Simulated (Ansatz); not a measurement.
A nudged elastic band was laid between two geometries of C2H9ClSi2 (14 atoms, charge 0, multiplicity 1).

Computed with Ansatz, RHF/6-31G.

| Quantity | Value |
| --- | --- |
| movable images | 9 |
| climbing image | yes |
| spring | 5.0 eV/Å² |
| optimiser | quadratic models (default) |
| start path | IDPP |
| force threshold | 0.03 eV/Å |
| iteration limit | 57 |
| end points | relaxed |

Initial state:

```xyz
14
Properties=species:S:1:pos:R:3
C -0.245 1.314 0.829
C -0.299 -0.142 0.304
Si 1.370 -1.057 0.636
Si -0.820 -0.228 -1.523
Cl -2.842 0.616 -1.734
H 0.494 1.902 0.295
H 0.015 1.335 1.881
H -1.203 1.808 0.720
H -1.055 -0.688 0.867
H 2.463 -0.430 -0.167
H 1.273 -2.499 0.260
H 1.707 -0.945 2.084
H 0.047 0.603 -2.394
H -0.918 -1.618 -2.032
```

Final state:

```xyz
14
Properties=species:S:1:pos:R:3
C -0.674 1.123 0.914
C -0.274 -0.256 0.338
Si 1.623 -0.566 0.533
Si -0.951 -0.526 -1.419
Cl 0.084 0.823 -2.821
H -0.223 1.932 0.352
H -0.354 1.219 1.946
H -1.750 1.265 0.895
H -0.755 -1.036 0.932
H 2.399 0.581 -0.013
H 2.028 -1.822 -0.166
H 1.926 -0.706 1.989
H -0.704 -1.897 -1.929
H -2.387 -0.164 -1.524
```

What changes between the two ends?

No bond is made or broken. The dihedral C1–C2–Si4–H13 goes from 55 to -174°.

What energy profile does the band end with?

The forces met the threshold. The highest image is number 5 of 0 to 10, 0.089 eV above the first end and 0.067 eV above the last; the last end lies 0.022 eV above the first. A vibrational analysis at the climbing image gives one clearly imaginary mode, 48i cm⁻¹: a first-order saddle point. Limits of this set-up: no polarisation functions.

```json
{"image": "0", "path coordinate (Å)": "0.00", "energy (eV)": "0.000", "dihedral C1–C2–Si4–H13 (°)": "55"}
{"image": "1", "path coordinate (Å)": "0.61", "energy (eV)": "0.005", "dihedral C1–C2–Si4–H13 (°)": "66"}
{"image": "2", "path coordinate (Å)": "1.23", "energy (eV)": "0.022", "dihedral C1–C2–Si4–H13 (°)": "79"}
{"image": "3", "path coordinate (Å)": "1.84", "energy (eV)": "0.049", "dihedral C1–C2–Si4–H13 (°)": "93"}
{"image": "4", "path coordinate (Å)": "2.46", "energy (eV)": "0.076", "dihedral C1–C2–Si4–H13 (°)": "108"}
{"image": "5", "path coordinate (Å)": "3.07", "energy (eV)": "0.089", "dihedral C1–C2–Si4–H13 (°)": "123"}
{"image": "6", "path coordinate (Å)": "3.65", "energy (eV)": "0.082", "dihedral C1–C2–Si4–H13 (°)": "137"}
{"image": "7", "path coordinate (Å)": "4.24", "energy (eV)": "0.062", "dihedral C1–C2–Si4–H13 (°)": "151"}
{"image": "8", "path coordinate (Å)": "4.82", "energy (eV)": "0.039", "dihedral C1–C2–Si4–H13 (°)": "164"}
{"image": "9", "path coordinate (Å)": "5.40", "energy (eV)": "0.026", "dihedral C1–C2–Si4–H13 (°)": "177"}
{"image": "10", "path coordinate (Å)": "5.99", "energy (eV)": "0.022", "dihedral C1–C2–Si4–H13 (°)": "-174"}
```

What is the geometry of the highest image?


```xyz
14
Properties=species:S:1:pos:R:3:forces:R:3
C -0.620 1.085 0.980 0.00 -0.01 0.00
C -0.269 -0.268 0.313 0.00 0.01 0.00
Si 1.605 -0.669 0.541 0.00 0.00 0.00
Si -0.819 -0.424 -1.517 0.01 0.00 0.00
Cl -1.654 1.475 -2.253 -0.01 0.00 0.00
H -0.103 1.911 0.509 0.00 0.00 0.00
H -0.341 1.071 2.029 0.00 0.00 0.00
H -1.681 1.294 0.926 0.00 0.00 0.00
H -0.817 -1.052 0.833 0.00 0.00 0.00
H 2.430 0.379 -0.128 0.00 0.00 0.00
H 1.936 -1.997 -0.058 0.00 0.00 0.00
H 1.932 -0.697 1.997 0.00 0.00 0.00
H 0.297 -0.719 -2.450 0.00 0.00 0.00
H -1.909 -1.417 -1.693 0.00 0.00 0.00
```

What are the harmonic wavenumbers there?

48i, 138, 153, 193, 237, 278, 362, 471, 533, 579, 662, 718, 792, 798, 908, 980, 1011, 1014, 1022, 1064, 1130, 1177, 1288, 1413, 1591, 1656, 1664, 2257, 2266, 2268, 2305, 2314, 3191, 3195, 3260, 3278 cm⁻¹.

The band took 10 iterations and about 3 core-minutes.

Run time: 3.3 min on 1 thread of Intel(R) Xeon(R) 6975P-C (Granite Rapids), with other jobs on the host, peak memory 0.18 GiB.
